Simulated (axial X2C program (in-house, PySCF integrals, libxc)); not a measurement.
## GaAs: properties at the nuclei

Calculated with an axial X2C code built on PySCF integrals: two-component X2C with atomic mean-field Coulomb and Gaunt terms, Gaussian nuclei, basis As dyall-cv3z, Ga dyall-cv3z with contracted cores.

R = 2.556 Å (near the PBE0 minimum at charge 0 of the determinant lowest at the starting distance; the state shown can have its own minimum elsewhere).

Determinant lowest in the PBE0 search, Ω = 1 (⟨Sz⟩ = 0.99, ⟨Lz⟩ = 0.01 at PBE0), spin on the atoms As 0.94, Ga 0.05:

```
 level  Eeff magnitude (GV/cm)  Ws magnitude As (kHz)  Ws magnitude Ga (kHz)  A∥/gI As (MHz)  qzz As (a.u.)  A∥/gI Ga (MHz)  qzz Ga (a.u.)  μ (D)
  PBE0                  0.0143                 0.0392                 0.0545            -415          -4.12           -21.7          -3.02   1.42
    HF                    0.99                 0.0918                  0.529            -330          -3.75           -30.6          -3.06   1.64
 TPSSh                  0.0403                 0.0521                 0.0424            -383          -4.14           -14.5          -3.02   1.36
 B3LYP                   0.202                0.00883                 0.0852            -328          -4.19           -25.5          -2.97   1.47
r2SCAN                   0.194                 0.0867                 0.0142            -489          -4.29           -26.8          -3.11   1.30
```

Eeff is the effective electric field on the electron electric dipole moment in this Ω state and Ws the scalar–pseudoscalar constant of the nucleus named (defined with the proton number Z and per Ω); A∥ (defined per Ω) follows by multiplying with gI = μI/(I μN); qzz is the electric field gradient, eQq0 = 234.96 MHz × Q/barn × qzz; μ is positive if the Ga end (last atom) is positive. The operators were transformed with the bare-nucleus X2C matrices; with these basis sets, hyperfine constants and field gradients can be off by tens of per cent, and where levels differ in sign neither size nor sign is settled.

Question: With gI(75As) = 0.9597, Q(75As) = 0.311 barn, Q(69Ga) = 0.171 barn (g factors from the IAEA table of nuclear moments by Stone; Q from Pyykkö, Mol. Phys. 2018), turn the PBE0 values of the first state into constants in MHz.

Answer: A∥(75As) = -415 × 0.9597 = -398 MHz; eQq0(75As) = 234.96 × (0.311) × (-4.12) = -301 MHz; eQq0(69Ga) = 234.96 × (0.171) × (-3.02) = -121 MHz.

Each state is one determinant with collinear spin, which with several unpaired electrons need not be a pure state. Unrestricted Hartree–Fock can overshoot spin polarisation at the nuclei. In the state Ω = 1 the sign of Eeff differs between levels (TPSSh, r2SCAN against PBE0). With several open shells hyperfine constants can be off by a factor of several. Where Eeff spreads by more than a factor of two the levels disagree and none is to be relied on. Open-shell Ω = 0 determinants with evenly filled partner blocks cannot be reached by this program, so the Ω shown need not be the lowest component. States lie within half an eV, so the first need not be the ground state. The sign of Ws at As differs between levels in the first state. Further determinants of the search, some of them spin-mixed, are not shown. Where a field gradient or hyperfine factor spreads by more than a factor of two over the levels, a constant derived from it is not to be relied on.
